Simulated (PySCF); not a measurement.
Cl5Si2, SMILES Cl[Si]([Si](Cl)(Cl)Cl)Cl, multiplicity 2.

Coordinates come from a r2SCAN-D4/def2-SVP optimisation. The isomer is the one that the SMILES or the coordinates give; other isomers of the formula were not compared. The values are those of a single conformer.

Two levels are set side by side: PBE/def2-TZVP (PySCF) and r2SCAN/def2-TZVP (PySCF). Same geometry, gas phase. Differences are taken from unrounded values.

```csv
quantity,PBE
α-spin orbital gap (eV),3.69
β-spin orbital gap (eV),3.22
dipole moment (D),0.58
mean polarisability (bohr³),117.2
```

**Question.** These are the PBE values. What does r2SCAN give? (The exact figures need the calculation; the answer reports its results.)

**Answer.** 
| quantity | r2SCAN | PBE minus r2SCAN |
|---|---|---|
| α-spin orbital gap (eV) | 4.23 | -0.55 |
| β-spin orbital gap (eV) | 3.87 | -0.65 |
| dipole moment (D) | 0.68 | -0.10 |
| mean polarisability (bohr³) | 113.1 | 4.1 |

Rough cost on one machine, each run with all the roots and properties that it gave: r2SCAN against PBE about 2 times.
